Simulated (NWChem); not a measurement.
BH₂OCl; SMILES B(O)Cl

```xyz
5

B     -0.5691     0.5829     0.0000
H     -1.7450     0.7419     0.0000
Cl     0.0852    -1.0766     0.0000
O      0.2443     1.6530     0.0000
H      1.1879     1.4230     0.0000
```
Atoms are numbered in this order, from 1.

The geometry was optimised at B3LYP/6-31G* (spherical d).

Symmetry labels are those of Cs in the frame above (b1 and b2, or b-type labels, depend on it).

List the 4 lowest vertical singlet excitations from PBE/def2-SVPD, TDA (NWChem).


| state | energy (eV) | oscillator strength | symmetry | leading excitation (squared amplitude) |
|---|---|---|---|---|
| S1 | 6.32 | 0.001 | a" | HOMO → LUMO (0.99) |
| S2 | 7.23 | 0.040 | a' | HOMO → LUMO+1 (0.54) |
| S3 | 7.40 | 0.006 | a" | HOMO−2 → LUMO (0.99) |
| S4 | 7.65 | 0.153 | a' | HOMO−1 → LUMO (0.46) |
